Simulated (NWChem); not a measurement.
Molecule: C2H4FIn; SMILES [F][InH][CH]=C

```xyz
8

In    -0.2816     0.3235     0.0000
H     -1.9237     0.8161     0.0000
F      0.9492     1.8659     0.0000
C      0.7691    -1.5290     0.0000
C      0.1536    -2.7175     0.0000
H      1.8655    -1.5011     0.0000
H      0.7157    -3.6605     0.0000
H     -0.9378    -2.8225     0.0000
```
Atoms are numbered in this order, from 1.

Program: NWChem. Structure relaxed at the PBE0/def2-SVP (def2 core potentials past Kr) level.

What does the run give for TPSS/STO-3G, non-relativistic? Quantities: highest occupied level (eV); orbital gap (eV); dipole (D).

The highest occupied level (eV) is -2.15, the orbital gap (eV) comes out as 3.23 and the dipole (D) comes out as 0.18.
